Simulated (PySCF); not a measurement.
C4H4, SMILES C=C1C=C1. Geometry optimised at PBE-D3(BJ)/def2-SVP.

All values below come from PBE-D3(BJ)/def2-SVP run with PySCF 2.14.0.

Harmonic wavenumbers (cm⁻¹): 349, 418, 675, 695, 729, 821, 823, 886, 990, 1013, 1076, 1379, 1584, 1822, 3087, 3171, 3184, 3212. Rotational constants (GHz): 28.72, 7.047, 5.659; symmetry number 2.

Work out the zero-point energy and the ideal-gas rigid-rotor harmonic-oscillator thermochemistry at 298.15 K and 1 atm.

ZPE = ½ Σ hcν = ½ × 25914 cm⁻¹ = 155.00 kJ/mol. H − E(el) = 168.36 kJ/mol. Entropy in J/(mol K): translation 158.04, rotation 91.12, vibration 15.93, total 265.09. G − E(el) = 89.32 kJ/mol. Cp = 68.80 J/(mol K).
